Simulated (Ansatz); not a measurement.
A run for Ansatz (an electronic-structure program): U-CCSD(T)/cc-pV(Q+d)Z on PH (SMILES [PH]), 2S+1 = 1, a spin state set in the input, which need not be the lowest. Files ending in .json are basis or fitting sets from the Basis Set Exchange.

Ansatz 0.2 input:
```yaml
crystal:
  periodic: [false, false, false]
  atoms:
    - {symbol: P, position_ang: [-0.00000000, -0.00000000, -0.08930384]}
    - {symbol: H, position_ang: [0.00000000, 0.00000000, 1.33955760]}
basis:
  gaussian:
    orbitals: cc-pV_Q+d_Z.json
correlation: {method: ccsd_t, electrons: outside_noble_gas}
scf: {omitted_lower_state_checks: [cluster_reference]}
magnetization: {spin_polarized: true, initial_magnetization: 0}
```

Program output:

```
Functional definition: HF
[...]
these checks for a lower state are left out or cut short: cluster_reference
integrals: 0.14 GiB planned
570 factors; integrals over basis functions are off by at most 1.2e-3 eV
mean field: 0.17 GiB planned
mean field evaluation 1: about -9285.0285 eV, gradient 5.3e0 eV
mean field evaluation 2: about -9285.0284 eV, gradient 5.3e0 eV
mean field evaluation 4: about -9285.2817 eV, gradient 3.6e-1 eV
mean field evaluation 8: about -9285.2831 eV, gradient 4.4e-4 eV
mean field evaluation 16: about -9286.8605 eV, gradient 4.3e-2 eV
mean field evaluation 32: about -9286.8604 eV, gradient 3.0e-3 eV
mean field evaluation 64: about -9286.8570 eV, gradient 4.9e-1 eV
mean field -9286.86058555 eV, -341.2858316588 hartree, gradient 5.1e-7 eV, S^2 1.039671; 7 other end points of the search recorded, 0 dependent functions left out
5 core orbitals not correlated
reference -9286.86058555 eV, -341.2858316588 hartree; 3, 3 occupied and 86, 86 virtual orbitals, 570 factors
second order -3.02697927 eV of doubles, -0.00000000 eV of singles
coupled cluster: 0.36 GiB planned
cycle   1  -3.48056475 eV  change   -4.5e-1 eV  update   5.9e-2
cycle   2  -3.70106847 eV  change   -2.2e-1 eV  update   2.8e-2
cycle   3  -3.72410952 eV  change   -2.3e-2 eV  update   1.4e-2
cycle   4  -3.73681169 eV  change   -1.3e-2 eV  update   1.1e-2
cycle   5  -3.75624009 eV  change   -1.9e-2 eV  update   8.1e-3
cycle   6  -3.76475836 eV  change   -8.5e-3 eV  update   2.9e-3
cycle   7  -3.76626376 eV  change   -1.5e-3 eV  update   6.7e-4
cycle   8  -3.76627165 eV  change   -7.9e-6 eV  update   2.1e-4
cycle   9  -3.76620452 eV  change    6.7e-5 eV  update   6.3e-5
cycle  10  -3.76622573 eV  change   -2.1e-5 eV  update   1.9e-5
cycle  11  -3.76622345 eV  change    2.3e-6 eV  update   6.2e-6
coupled cluster: 0.36 GiB planned
perturbative correction -0.19750256 eV, -0.0072580850 hartree
WARN: the results are in doubt because among natural orbitals full CI differs from the method by +0.543 eV
Total energy: -9290.82431155 eV, -341.4314959027 hartree
In doubt: among natural orbitals full CI differs from the method by +0.543 eV
Checks for a lower state left out: cluster_reference
```

Self-consistency was reached. Its determinant has ⟨S²⟩ = 1.04, a mixture of spin states.

Warnings raised: large difference.

Cost: about 10 core-seconds (a rough figure).
